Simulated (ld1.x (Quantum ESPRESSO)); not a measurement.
## An all-electron radial function and its pseudo partner (Cu)

Columns: radius, all-electron u(r) and pseudo u(r) of the 4s shell (level -4.61 eV) of copper in the configuration [Ar] 3d10 4s1 4p0; PBEsol, scalar-relativistic, PAW scheme, ld1.x (Quantum ESPRESSO) 7.5.

```csv
r (bohr),all-electron,pseudo
0.215,-0.1106,-0.1118
0.430,0.2139,-0.2193
0.645,0.2162,-0.3186
0.860,0.0286,-0.4064
1.075,-0.1803,-0.4804
1.290,-0.3515,-0.5394
1.505,-0.4745,-0.5831
1.720,-0.5548,-0.6120
1.935,-0.6009,-0.6274
2.150,-0.6211,-0.6311
2.365,-0.6222,-0.6246
2.580,-0.6093,-0.6095
2.795,-0.5868,-0.5868
3.010,-0.5577,-0.5577
3.225,-0.5246,-0.5246
3.440,-0.4893,-0.4893
3.655,-0.4532,-0.4532
3.870,-0.4173,-0.4173
4.085,-0.3824,-0.3824
4.300,-0.3491,-0.3491
4.515,-0.3176,-0.3176
4.730,-0.2881,-0.2881
4.945,-0.2608,-0.2608
5.160,-0.2355,-0.2355
5.375,-0.2123,-0.2123
5.590,-0.1911,-0.1911
```

(1) How many radial nodes do the two functions have?

(2) At about which radius was the pseudo-wave matched?

(3) Where does each function peak?

(4) Is the pseudo-wave norm-conserving?

Answers

(1) The all-electron 4s function has n − l − 1 = 3 (the table is too coarse to show those close to the nucleus); the pseudo-wave has 0, since the states of the same l below it are removed with the core.

(2) 2.75 bohr, where the columns begin to agree (steps of 0.21 bohr).

(3) Outermost all-electron maximum near 2.37 bohr, pseudo maximum near 2.15 bohr (to the table’s step).

(4) No, it belongs to a PAW set: the norm inside the radius is not constrained, and the difference is carried by the augmentation charge.
